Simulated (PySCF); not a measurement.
C₃H₇O₃ (SMILES COC(=O)[OH+]C), charge +1, singlet, geometry from GFN2-xTB. Base run: CASSCF(6,5)/6-31G (PySCF).

PySCF was given this input:
```python
from pyscf import gto, scf, mcscf
import numpy

mol = gto.M(
    atom='''
C     2.43585417    0.25820039   -0.30187887
O     1.06923049   -0.07999695   -0.64736465
C     0.15989273    0.05261656    0.22457531
O     0.01849444    0.43871794    1.31064734
O    -1.12080091   -0.53795150   -0.47714864
C    -2.39916201   -0.13617669    0.07708699
H     2.48167924    0.75994961    0.66350203
H     3.00919852   -0.66826957   -0.27987215
H     2.80800655    0.90597268   -1.09420875
H    -1.09012085   -0.44881684   -1.45238270
H    -2.29283014   -0.11441944    1.16188248
H    -2.70200913    0.84609141   -0.28379641
H    -3.12882563   -0.89450545   -0.20289748
''',
    basis='6-31g',
    charge=1,
    verbose=3,
)

mf = scf.RHF(mol)
mf.kernel()
mc = mcscf.CASSCF(mf, 5, 6)
mc.fix_spin_(ss=0.0)
mc.kernel()
occ = numpy.linalg.eigvalsh(mc.fcisolver.make_rdm1(mc.ci, mc.ncas, mc.nelecas))[::-1]
ss = mc.fcisolver.spin_square(mc.ci, mc.ncas, mc.nelecas)[0]
print('natural occupations', occ.round(4), ' <S^2>', round(ss, 4))
```

Variants of this job, named by their change:

| change | ΔE vs base (mEh) | natural occupations | <S^2> of the state | core-seconds (rough) |
|---|---|---|---|---|
| base | 0.000 | 2.00 1.98 1.95 0.05 0.02 | 0.00 | 30 |
| active space = 2 electrons, 3 orbitals | 39.239 | 1.94 0.06 0.00 | 0.00 | 10 |
| orbitals = fixed (CASCI); correction = SC-NEVPT2 | -577.0 | 2.00 2.00 1.99 0.01 0.00 | 0.00 | 2 |
| active space = 8 electrons, 8 orbitals | -65.199 | 1.99 1.98 1.97 1.95 0.05 0.03 0.02 0.01 | 0.00 | 20 |
| fix_spin_ = off | 0.000 | 2.00 1.98 1.95 0.05 0.02 | 0.00 | 20 |
| conv_tol = 1e-5 | 0.004 | 2.00 1.98 1.95 0.05 0.02 | 0.00 | 20 |
| active space = 6 electrons, 8 orbitals | -54.535 | 1.98 1.97 1.94 0.06 0.03 0.02 0.00 0.00 | 0.00 | 20 |
| state_average = 2 states | 13.941 | - | - | 30 |
| active space = 6 electrons, 7 orbitals | -49.162 | 1.98 1.97 1.94 0.05 0.03 0.02 0.00 | 0.00 | 20 |
| correction = SC-NEVPT2 | -552.1 | 2.00 1.98 1.95 0.05 0.02 | 0.00 | 30 |
| orbitals = fixed (CASCI) | 65.257 | 2.00 2.00 1.99 0.01 0.00 | 0.00 | 1 |

Active orbitals are taken around the Fermi level unless the row says otherwise; CASSCF can end in different local minima, and two programs can end on different orbitals. State-averaged rows give the lowest state.
